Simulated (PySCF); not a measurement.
# One molecule, several mistakes: BCGeH5O

All numbers below are calculated, not measured. The program is PySCF 2.14.0, an open-source quantum chemistry code, run on an isolated molecule that a program drew, which may never have been made. The molecule is BCGeH5O (charge 0, singlet), drawn as the SMILES string `B[CH2][Ge][OH]`.

Each row is a Hartree-Fock (HF) and frozen-core CCSD(T) single point in the cc-pVDZ basis, meant for a local HF minimum. Run 1 is clean. Each other run has one planted mistake out of seven kinds, and not every kind appears here: one electron removed, one electron added, multiplicity raised by two, geometry at a saddle point, minimal basis STO-3G, one bond length entered in bohr, all coordinates scaled. The reference is restricted for singlets and unrestricted otherwise, and also for a bond in bohr. Adding or removing an electron swaps singlet and doublet. Electrons count all cores. HOMO and LUMO are orbital energies over both spins, the gradient is its largest component, and the lowest frequency (negative if imaginary) is given only where the gradient is small. Bond lengths are over the 8 bonds as drawn. T1 is the CCSD diagnostic: over 0.02 (restricted) or 0.045 (unrestricted) a single reference is doubtful. Germanium has the cc-pVDZ-PP basis, with a core potential (ECP10MDF) in place of its 10 inner electrons, and its 3s, 3p and 3d shells are frozen in CCSD(T).

Geometry of the clean run:
```xyz
9
BCGeH5O, angstrom
B     0.3591    1.4492    0.3688
C     0.6447    0.0035   -0.1377
Ge    0.3913   -1.3180    1.3566
O    -0.0638   -0.0998    2.5985
H    -0.7462    1.9168    0.3040
H     1.2405    2.1265    0.8261
H    -0.0330   -0.3520   -0.9240
H     1.6738   -0.1723   -0.4753
H    -0.2552   -0.4368    3.4621
```

| run | electrons | basis functions | <S^2> | HOMO (eV) | LUMO (eV) | gradient (hartree/bohr) | lowest frequency (cm^-1) | mean bond (Å) | longest bond (Å) | T1 | HF (hartree) | CCSD(T) (hartree) | mistake |
|---|---|---|---|---|---|---|---|---|---|---|---|---|---|
| 1 | 56 | 90 | 0.000 | -8.89 | 1.17 | 4.4e-05 | 53 | 1.3640 | 2.011 | 0.0177 | -433.70788 | -434.26160 | no fault |
| 2 | 57 | 90 | 0.767 | -0.28 | 7.51 | 5.1e-02 | - | 1.3640 | 2.011 | 0.0174 | -433.69074 | -434.24925 | one electron added |
| 3 | 56 | 90 | 0.000 | -8.95 | 0.77 | 6.0e-02 | - | 1.4650 | 2.160 | 0.0210 | -433.67125 | -434.23866 | ? |
| 4 | 56 | 90 | 0.974 | -7.25 | 0.79 | 3.7e-02 | - | 1.5877 | 3.800 | 0.0279 | -433.63729 | -434.15862 | ? |

**Which mistake was planted in run 3, and what did it cost?**

The mean and the longest bond both change by the same factor, 1.074, and the gradient is no longer small. So the mistake is: all coordinates scaled. Subtracting run 1 and multiplying by 627.51 kcal/mol a hartree, the energy moved by 23.0 kcal/mol in HF and 14.4 kcal/mol in CCSD(T).

**Which mistake was planted in run 4, and what did it cost?**

The mean bond changes by a factor of 1.164 and the longest by 1.890, so the molecule wasn't scaled as a whole. A length L in bohr read as angstrom grows by (1/0.5292 - 1) L = 0.890 L. The 8 bonds together grew by 8 x 0.2237 = 1.790 Å, which gives L = 2.011 Å. That is bond C2-Ge3, 2.011 Å in the clean geometry. So the mistake is: one bond length entered in bohr. Subtracting run 1 and multiplying by 627.51 kcal/mol a hartree, the energy moved by 44.3 kcal/mol in HF and 64.6 kcal/mol in CCSD(T).

Cautions from the logs. Run 2: the added electron raises the CCSD(T) energy, so it isn't bound in this basis; run 3: T1 is over the limit, so its CCSD(T) energy is less reliable.
